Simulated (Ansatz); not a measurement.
Errors in the atomisation enthalpy at 298 K

6 molecules with two or more fluorines; the atomisation enthalpy at 298 K in kJ/mol, computed less measured. Shapes, held fixed at every level: PBE0-D4/def2-TZVP. Thermal terms are harmonic and unscaled (PBE0-D4/def2-TZVP); the spin-orbit lowering of the free atoms is taken from their spectra. Programs: Ansatz 0.2.0. Measured values: Active Thermochemical Tables, CRC Handbook of Chemistry and Physics, NIST-JANAF tables.

Levels: A = BHLYP-D4/def2-TZVPP; B = CCSD(T)/def2-TZVPP; C = CCSD/def2-TZVPP.

```tsv
molecule	from tabulated heats	A	B	C
SOF2 (thionyl fluoride)	1229	-131	-40	-96
CH2F2 (difluoromethane)	1763	-92	-48	-78
SiH2F2 (SMILES F[SiH2]F)	1836	-90	-64	-85
C2ClF3 (chlorotrifluoroethylene)	2299	-181	-88	-160
SF6 (sulfur hexafluoride)	1974	-270	-115	-191
C2BrF5 (bromopentafluoroethane)	3007	-238	-94	-183
```

(1) Which level does best on this set, which worst, and which err to one side?

Results:

(1) 
| level | kind | mean error | mean absolute error | worst case |
| --- | --- | --- | --- | --- |
| BHLYP-D4/def2-TZVPP | global hybrid | -167.0 | 167.0 | SF6 |
| CCSD(T)/def2-TZVPP | coupled cluster or CI | -74.8 | 74.8 | SF6 |
| CCSD/def2-TZVPP | coupled cluster or CI | -132.2 | 132.2 | SF6 |

On this set CCSD(T)/def2-TZVPP has the smallest mean absolute error and BHLYP-D4/def2-TZVPP the largest. BHLYP-D4/def2-TZVPP is too low in 6 of 6; CCSD(T)/def2-TZVPP is too low in 6 of 6; CCSD/def2-TZVPP is too low in 6 of 6. The heats of C2ClF3 (chlorotrifluoroethylene), C2BrF5 (bromopentafluoroethane) come from older tables and can be uncertain by 10 kJ/mol or more. Heats of the atoms come from ATcT where it has them. The tabulated values of SOF2, SiH2F2 are in doubt (older tables, estimates, or at odds with other calculations) and kept here. Over the 4 molecules whose values aren't doubted the mean absolute errors are A 195.2; B 86.2; C 153.0. For CCSD(T)/def2-TZVPP the error tends to grow with the atomisation enthalpy. Correlated wave functions converge slowly with the basis. CCSD also lacks the triples, which bind further. Relativity is left out for Br. Outer-core shells of Br are correlated, in sets that cover them unevenly. The set is small.
